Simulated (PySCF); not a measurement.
## Electron correlation in Al (aluminium, neutral)

[Ne] 3s1 3p2, high-spin 4P determinant (an excited configuration). Calculation: PySCF 2.14, in x2c-TZVPPall with one added diffuse shell each of s, p, d type (6s6p4d1f, 51 functions); the spin-free X2C one-electron Hamiltonian (Gaussian nucleus). Frozen: 1s2; 11 electrons correlated.

| level | correlation energy (mhartree) |
| --- | --- |
| CCSD | -162.14 |
| (T) | -1.44 |
| CCSD(T) | -163.58 |

Diagnostics: T1 = 0.0043, D1 = 0.0143, largest double amplitude 0.053.

Cost of the coupled-cluster step: roughly 7 core-seconds, for 11 correlated electrons.

This basis was not built for core-valence correlation, so the inner-shell part is incomplete.
